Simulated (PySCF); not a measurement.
Compound: C6H7O4 (charge -1).
Structure used (GFN2-xTB), in Å, numbered top down from 1:
```
atom  x, y, z in Å
C1     3.084   -0.486   -0.048
C2     1.829    0.341   -0.270
O3     1.782    1.290   -1.018
O4     0.833   -0.137    0.448
C5    -0.473    0.414    0.301
C6    -1.259    0.614    1.556
C7    -1.626   -0.485    0.602
C8    -2.940   -0.341   -0.269
O9    -3.305    0.819   -0.476
O10   -3.433   -1.415   -0.624
H11    3.962    0.134   -0.203
H12    3.081   -0.908    0.952
H13    3.093   -1.298   -0.774
H14   -0.543    1.137   -0.501
H15   -1.918    1.470    1.580
H16   -0.785    0.367    2.497
H17   -1.390   -1.504    0.887
```

Computed geometry: GFN2-xTB, gas phase.

Masses are those of the commonest isotopes; rigid-rotor values at the optimised geometry. The values belong to one conformer with, in the numbering `[CH3:1][C:2](=[O:3])[O:4][C@@H:5]1[CH2:6][C@H:7]1[C:8](=[O:9])[O-:10]`, C1–C2–O4–C5 -174°, C2–O4–C5–C6 -139°, C6–C7–C8–O9 25°.

(1) What are A, B and C (MHz)?

(2) What kind of rotor is it?

(3) Is it planar, by Δ = Ic − Ia − Ib?

(4) List the rotational levels J(Ka,Kc) to J = 3 (MHz).

(5) Estimate the classical rotational partition function at 50 K, 100 K and 298.15 K.

Answers

(1) Ia = 163.25, Ib = 819.99, Ic = 829.94 u·Å²; 505379 MHz·u·Å²/I gives A = 3096, B = 616.3, C = 608.9 MHz.

(2) A near-prolate asymmetric top. Ray's parameter κ = (2B − A − C)/(A − C) = -0.994; −1 is the prolate and +1 the oblate limit.

(3) Not planar: Δ = Ic − Ia − Ib = -153.30 u·Å². For a rigid frame Δ = −2 Σ m c², so Σ m c² = 76.65 u·Å² lies off the ab plane: 12.00 from hydrogen and 64.65 from heavier atoms. The atom farthest from that plane is 2.50 Å away.

(4) Above 0(0,0):
J = 1: 1(0,1) 1225, 1(1,1) 3705, 1(1,0) 3712
J = 2: 2(0,2) 3676, 2(1,2) 6148, 2(1,1) 6170, 2(2,1) 13608, 2(2,0) 13608
J = 3: 3(0,3) 7352, 3(1,3) 9812, 3(1,2) 9857, 3(2,2) 17284, 3(2,1) 17284, 3(3,1) 29699, 3(3,0) 29699
Those of J = 1 are B + C, A + C and A + B.

(5) Point group C1, symmetry number σ = 1; q = (√π/σ)·√((kT/h)³/(ABC)), k/h = 20836.6 MHz/K: 55300 at 50 K, 156000 at 100 K, 805000 at 298.15 K.

No GFN2-xTB frequencies stand behind this structure, so it isn't proved a minimum. These are rigid-rotor constants of the computed structure; measured ground-state constants (B0) also hold zero-point vibration.
